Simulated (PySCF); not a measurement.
C3H4ClNSi, SMILES Cl[Si@H]1C=CC=N1. The structure is a stationary point at B3LYP-D3(BJ)/def2-SVP. The structure was generated by enumeration; whether it is a known compound was not checked.

Method: B3LYP-D3(BJ)/def2-SVP (PySCF).

Harmonic wavenumbers (cm⁻¹): 114, 174, 360, 454, 499, 586, 648, 704, 735, 760, 828, 870, 939, 968, 1013, 1079, 1302, 1354, 1576, 1672, 2271, 3062, 3164, 3221. Rotational constants (GHz): 5.232, 1.678, 1.462; symmetry number 1.

**Question.** Work out the zero-point energy and the ideal-gas rigid-rotor harmonic-oscillator thermochemistry at 298.15 K and 1 atm.

**Answer.** ZPE = ½ Σ hcν = ½ × 28354 cm⁻¹ = 40.53 kcal/mol. H − E(el) = 44.82 kcal/mol. Entropy in cal/(mol K): translation 40.20, rotation 27.62, vibration 10.60, total 78.42. G − E(el) = 21.44 kcal/mol. Cp = 23.26 cal/(mol K). Modes under 150 cm⁻¹ make the vibrational entropy uncertain.
